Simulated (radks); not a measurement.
Results of a calculation; reference values are marked as such.
Question: The iodine ion I2+, 51 electrons, occupied as [Kr] 4d10 5s2 5p3. Level of theory: scalar-relativistic Kohn-Sham, Slater X-alpha with alpha = 0.98, spin-polarised, spherical densities, finite nucleus; open shells are filled with parallel spins first (spin-orbit coupling, left out, can overturn this in heavy ions); Fermi nuclear charge, rms radius 4.75 fm (a radial shooting solver on a logarithmic mesh with Libxc functionals). Some entries of the table are withheld. Estimate them.

orbital,occ.,eigenvalue (eV),<r> (bohr),<r^2> (bohr^2)
1s up,1,-33195.01,0.02718,0.001002
1s down,1,-33194.81,0.02718,0.001002
2s up,1,-5184.236,0.1168,0.01608
2s down,1,-5184.146,0.1168,0.01608
2p up,3,-4668.609,0.1020,0.01270
2p down,3,-4668.461,0.1020,0.01270
3s up,1,-1075.986,0.3121,0.1113
3s down,1,-1075.811,0.3120,0.1113
3p up,3,-907.5604,0.3095,0.1111
3p down,3,-907.3694,0.3095,0.1111
3d up,5,-654.1352,0.2853,0.09624
3d down,5,-653.9620,0.2853,0.09622
4s up,1,-211.6646,0.7318,0.6048
4s down,1,-211.2688,0.7311,0.6033
4p up,3,-158.2049,0.7806,0.6942
4p down,3,-157.7385,0.7788,0.6902
4d up,5,(1),0.8976,0.9412
4d down,5,(2),0.8882,0.9183
5s up,1,-41.5601,1.817,(3)
5s down,1,-37.0244,1.794,(4)
5p up,3,-29.3446,2.094,4.926
5p down,0,-24.4932,2.104,5.017

Answer: 
(1) 4d up eigenvalue (eV): -79.5595
(2) 4d down eigenvalue (eV): -78.7563
(3) 5s up <r^2> (bohr^2): 3.699
(4) 5s down <r^2> (bohr^2): 3.619
